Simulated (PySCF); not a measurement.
Isomers of C7H5N. Level of theory: PySCF 2.14.0, PBE0-D3(BJ)/def2-SVP geometry optimisation, gas phase. Energies are electronic, without zero-point or thermal terms, for one conformer each. No frequencies were run at this level. Point groups hold within 0.08 Å.

Question: Order them by energy at this level, lowest first, and give relative energies in kJ/mol.
A. `[CH:1]#[C:2]/[CH:3]=[C:4](/[C:5]#[N:6])[CH:7]=[CH2:8]` with C3–C4–C7–C8 180°
B. 2-ethynylpyridine, `C#CC1=CC=CC=N1`
C. 4-ethynylpyridine, `C#Cc1ccncc1`
D. `CC#CC#CCC#N`

Answer: C (0.0), B (3.5), A (158.6), D (203.4).

As drawn, the lowest has an aromatic ring, which the highest lacks; the highest has a C≡N group, which the lowest lacks. Neighbours under 10 kJ/mol apart (C#Cc1ccncc1 and C#Cc1ccccn1) can change places with a better method, another conformer or zero-point energy.

```
          SMILES      E (Eh)  E rel (kJ/mol)  dipole (D)  point group       A, B, C (MHz)
     C#Cc1ccncc1  -323.81904             0.0        1.95          C2v    6040, 1525, 1217
     C#Cc1ccccn1  -323.81771             3.5        2.31           Cs    5880, 1579, 1245
C#C/C=C(/C#N)C=C  -323.75863           158.6        3.80           Cs   3689, 1365, 996.5
     CC#CC#CCC#N  -323.74157           203.4        4.26           Cs  9761, 613.0, 580.9
```

As an exercise, what shares would exp(−E/RT) give at 298.15 K from these electronic energies alone (no entropy, no degeneracies)?

RT = 2.479 kJ/mol: C#Cc1ccncc1 80.5 %, C#Cc1ccccn1 19.5 %, C#C/C=C(/C#N)C=C under 0.1 %, CC#CC#CCC#N under 0.1 %.
